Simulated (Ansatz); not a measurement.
Saddle point of SiH₂OF₄, closed shell (SiF₄ ([F][Si]([F])([F])[F]) + H₂O → SiHOF₃ ([OH][Si]([F])([F])[F]) + HF; bonds formed: Si1–O7, F2–H6; bonds broken: Si1–F2, H6–O7), PBE0-D4/def2-TZVP structure:

```
atom    x (Å)    y (Å)    z (Å)
 Si1  -0.4882  -0.1627  -0.3271
  F2   0.4567  -1.3216   0.8192
  F3   0.0150  -1.0418  -1.5354
  F4  -1.8246  -0.5820   0.3855
  F5  -0.9869   1.1187  -1.1475
  H6   0.9939  -0.2671   0.9879
  O7   0.6585   0.7748   0.6062
  H8   1.1756   1.4817   0.2111
```

Energies are electronic, without zero-point energy. Barriers and step energies count from the start structure reached by relaxing down the imaginary mode; all methods use the PBE0-D4 structures, on which another method's saddle can fall below an end. Ansatz 0.2.0; basis: def2-TZVPP, with def2-QZVPP for the basis limit; cores frozen in the correlated methods. B3LYP uses VWN-RPA correlation. Extrapolation: Hartree–Fock as exp(−7.88 √X), correlation as X^−2.97.

```json
{"method": "SPW92", "barrier (kJ/mol)": "?", "step energy (kJ/mol)": "24.3"}
{"method": "PBE-D4", "barrier (kJ/mol)": "100.9", "step energy (kJ/mol)": "25.4"}
{"method": "BLYP-D4", "barrier (kJ/mol)": "119.9", "step energy (kJ/mol)": "27.2"}
{"method": "r2SCAN-D4", "barrier (kJ/mol)": "?", "step energy (kJ/mol)": "32.9"}
{"method": "B97M-V", "barrier (kJ/mol)": "128.5", "step energy (kJ/mol)": "35.9"}
{"method": "PBE0-D4", "barrier (kJ/mol)": "111.0", "step energy (kJ/mol)": "25.4"}
{"method": "B3LYP-D4", "barrier (kJ/mol)": "124.3", "step energy (kJ/mol)": "27.4"}
{"method": "r2SCAN0-D4", "barrier (kJ/mol)": "115.2", "step energy (kJ/mol)": "30.9"}
{"method": "BHLYP-D4", "barrier (kJ/mol)": "135.6", "step energy (kJ/mol)": "29.3"}
{"method": "CAM-B3LYP-D4", "barrier (kJ/mol)": "116.8", "step energy (kJ/mol)": "28.1"}
{"method": "wB97X-V", "barrier (kJ/mol)": "?", "step energy (kJ/mol)": "30.5"}
{"method": "wB97M-V", "barrier (kJ/mol)": "116.3", "step energy (kJ/mol)": "31.9"}
{"method": "B2PLYP", "barrier (kJ/mol)": "125.0", "step energy (kJ/mol)": "27.1"}
{"method": "PBE-QIDH", "barrier (kJ/mol)": "117.5", "step energy (kJ/mol)": "25.8"}
{"method": "RPA on PBE", "barrier (kJ/mol)": "126.6", "step energy (kJ/mol)": "30.0"}
{"method": "HF", "barrier (kJ/mol)": "176.3", "step energy (kJ/mol)": "30.0"}
{"method": "MP2", "barrier (kJ/mol)": "122.2", "step energy (kJ/mol)": "26.6"}
{"method": "CCSD", "barrier (kJ/mol)": "134.3", "step energy (kJ/mol)": "28.7"}
{"method": "CCSD(T)", "barrier (kJ/mol)": "126.2", "step energy (kJ/mol)": "28.3"}
```

(1) Fill in the withheld barriers. (To be estimated.)

T1 diagnostic: at most 0.012.

## Answers

(1) Computed: SPW92 58.3; wB97X-V 117.7; r2SCAN-D4 108.7 kJ/mol. Each is the energy of the saddle less that of the start structure, by the same method.

For comparison, the barrier by CCSD(T) at an estimated basis limit (MP2 extrapolated from triple and quadruple zeta, plus CCSD(T) − MP2 in triple zeta) is 126.4 kJ/mol.

The step is the kind of ligand exchange by which a precursor binds to a hydroxyl group, or is hydrolysed, in atomic layer deposition of oxides.

Labels in which every atom is bracketed show which atoms are joined, not bond orders.

For scale, one of the runs: CCSD(T)/def2-TZVPP, 225 basis functions, launched by `ansatz run in.yaml --threads 8 --pin off --events-out ev --progress --plain --max-ram 19148MiB`. The run took 100 s on 8 CPU threads of an Arm Neoverse V1 (shared host), with 4.2 GiB of host memory at its peak.
